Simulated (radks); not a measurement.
Results of a calculation; reference values are marked as such.
How relativity changes the ionisation of the xenon ion Xe3+ ([Kr] 4d10 5s2 5p3) to Xe4+ ([Kr] 4d10 5s2 5p2). Spin-unpolarised spherical Kohn-Sham, PBE, point nucleus unless stated (finite: rms radius 4.7859 fm), a radial shooting solver on a logarithmic mesh with Libxc functionals. A level marked "c x" has the speed of light scaled by that factor and shares open shells by 2j + 1; other Dirac levels either fill j = l - 1/2 first or share by 2j + 1.

| level | E(Xe3+) (hartree) | E(Xe4+) (hartree) | IE (eV) | HOMO | <r> HOMO (bohr) |
|---|---|---|---|---|---|
| non-rel. | -7231.81281 | -7230.26662 | 42.074 | 5p | 2.030 |
| scalar-rel. | -7444.87539 | -7443.32032 | 42.316 | 5p | 2.009 |
| scalar-rel., finite nucleus | -7444.61147 | -7443.05638 | 42.316 | 5p | 2.009 |
| Dirac, 2j+1 shares | -7447.84020 | -7446.28345 | 42.361 | 5p3/2 | 2.032 |
| Dirac, low j first | -7447.90267 | -7446.37514 | 41.566 | 5p3/2 | 2.035 |
| Dirac, 2j+1 shares, finite nucleus | -7447.57530 | -7446.01854 | 42.362 | 5p3/2 | 2.032 |
| Dirac, c x 1.25 | -7366.10366 | -7364.55096 | 42.251 | 5p3/2 | 2.031 |
| Dirac, c x 3 | -7254.20484 | -7252.65758 | 42.103 | 5p3/2 | 2.030 |
| Dirac, c x 100 | -7231.83280 | -7230.28661 | 42.074 | 5p3/2 | 2.030 |

NIST Atomic Spectra Database: 42.2 eV (measured). The relativistic part of the total energy of Xe3+ is -215.8 hartree (Dirac, 2j+1 shares, finite nucleus), 3 % of the non-relativistic value. Spin polarisation and multiplet splitting of open shells are left out at every level.

Beside tabulated values, note that relativity, absent from the non-relativistic runs, is large for the heavy elements, and spin-unpolarised runs miss the spin-polarisation part of the exchange energy of open shells.
